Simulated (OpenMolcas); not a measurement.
An OpenMolcas run meant for Hf II (ANO-R3, X2C; inactive shells 1s 2s 2p 3s 3p 3d 4s 4p 4d 4f 5s 5p; intended active space 3 electrons in 6 orbitals (5d 6s)). One step of its input:

```
&CASPT2
Multistate=20 1 2 3 4 5 6 7 8 9 10 11 12 13 14 15 16 17 18 19 20
Frozen=14 16
IPEA=0.25
Imaginary=1.5
MaxIter=60
WThr=0.0 0.3 0.05
PrWF=0.5
NoMix
```

The run finished. Its levels beside those of a sound run (MS-CASPT2, IPEA 0.25 Eh, imaginary shift 0.1 Eh (closed shells correlated: 5s 5p)), in cm-1 above each run's lowest level:

```csv
Level,This run,Usual run
5d 6s2 2D 3/2,0.0,0.0
5d 6s2 2D 5/2,3945,2986
5d2 6s 4F 3/2,1929,3684
5d2 6s 4F 5/2,1769,4940
5d2 6s 4F 7/2,3951,6570
5d2 6s 4F 9/2,6047,8682
5d2 6s 2F 5/2,12345,11153
5d2 6s 4P 1/2,9941,12424
5d2 6s 4P 3/2,10976,13490
5d2 6s 2F 7/2,14512,14132
5d2 6s 2P 1/2,13365,14558
5d2 6s 2G 9/2,15866,17172
5d2 6s 2G 7/2,16239,17328
5d3 4F 3/2,15563,18531
```

Question: Which setting is unsound, and how much does it matter here?

Answer: The level shift is far above the usual 0.1 to 0.3 hartree and damps the second-order energy. Against the sound run the excited levels shown move by 1900 cm-1 on average and by 3200 cm-1 at most.

Term energies are means over components that CASPT2 splits; among the terms shown or strongly mixed into the levels shown the widest spread is 900 cm-1 (5d2 6s 2F, the sound run). Over all roots computed the reference weight is 0.89 to 0.95 in the sound run; the roots of lowest weight are the least certain, and an intruder state may touch them. Configurations are named by rounded mean occupations; where the s occupation lies near a half they are strongly mixed, a name can repeat and a true partner stay unpaired. A single d shell beside an s shell can misplace configurations of different d count against each other. Only configurations of the active space appear.
